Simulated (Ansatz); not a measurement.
Consider the formal exchange of groups at a Ge–S bond: `O[SiH2][S][GeH3]` + `[OH][GeH2][F]` → `[OH][GeH]([F])[GeH3]` + `O[SiH2]S`.

Computed with Ansatz on PBE0-D4/def2-TZVP structures; ΔE is electronic, products minus reactants. CBS: MP2 limit from def2 TZ/QZ plus the TZ coupled-cluster correction, frozen cores. DFT in def2-TZVPP. For Ge outer-core shells are correlated without core-valence functions, which leaves a few kJ/mol of doubt a bond. Scalar relativity is left out up to krypton. One conformer a species, not always the lowest.

`O[SiH2][S][GeH3]`:

Z-matrix (Å, degrees):
```
Si
S 1 2.132
O 1 1.641 2 113.3
H 1 1.477 2 108.3 3 -116.5
H 1 1.489 2 107.5 3 123.0
Ge 2 2.227 1 98.1 3 -95.4
H 3 0.958 1 117.8 2 50.3
H 6 1.539 2 109.6 1 48.8
H 6 1.533 2 105.9 1 167.9
H 6 1.535 2 110.1 1 -72.0
```

`[OH][GeH2][F]`:

Cartesian coordinates in Å:
```
O -0.601 -1.233 0.125
Ge 0.046 0.365 -0.233
F -0.004 1.294 1.236
H -0.049 -1.746 0.719
H 1.529 0.314 -0.623
H -0.920 1.006 -1.225
```

`[OH][GeH]([F])[GeH3]`:

Cartesian coordinates in Å:
```
O 0.963 0.557 1.687
Ge 0.898 -0.090 0.042
F 1.360 -1.772 0.147
Ge -1.413 0.026 -0.662
H 1.852 0.583 2.051
H 2.003 0.541 -0.832
H -1.550 -0.649 -2.033
H -1.831 1.499 -0.772
H -2.283 -0.695 0.372
```

`O[SiH2]S`:

Cartesian coordinates in Å:
```
O -0.464 -0.730 1.229
Si -0.368 0.394 0.036
S 0.983 -0.139 -1.527
H -0.629 -1.637 0.965
H -1.654 0.574 -0.683
H 0.056 1.631 0.724
H 2.076 -0.093 -0.745
```

**Question.** Is it downhill or uphill in electronic energy at CCSD(T)/CBS, and by how much? (An estimate is asked.)

**Answer.** The calculation gave: Uphill: ΔE = +19.3 kJ/mol.

**Question.** What do these levels give: r2SCAN-D4, PBE0-D4, ωB97X-V, B2PLYP, PBE, PBE0, HF/def2-TZVPP, MP2/def2-TZVPP, CCSD/def2-TZVPP, CCSD(T)/def2-TZVPP, MP2/def2-QZVPP, CCSD/CBS(def2)? (Best estimate.)

**Answer.** The calculation gave: r2SCAN-D4 16.9, PBE0-D4 16.3, ωB97X-V 18.5, B2PLYP 16.2, PBE 8.8, PBE0 14.0, HF/def2-TZVPP 26.3, MP2/def2-TZVPP 25.5, CCSD/def2-TZVPP 18.2, CCSD(T)/def2-TZVPP 19.3, MP2/def2-QZVPP 25.5, CCSD/CBS(def2) 18.1 kJ/mol.

Largest T1 diagnostic among the species: 0.012.

The D4 term adds +4.5 kJ/mol with B3LYP and +2.4 kJ/mol with PBE0; it sums over pairs of atoms, weighted by their polarisabilities, and B3LYP, whose exchange is more repulsive, gets the larger term. From PBE to PBE0 (25 % exact exchange), in def2-TZVPP and without D4, ΔE moves by +5.2 kJ/mol.

B3LYP here is the variant with VWN-RPA as its local correlation; programs differ in this.
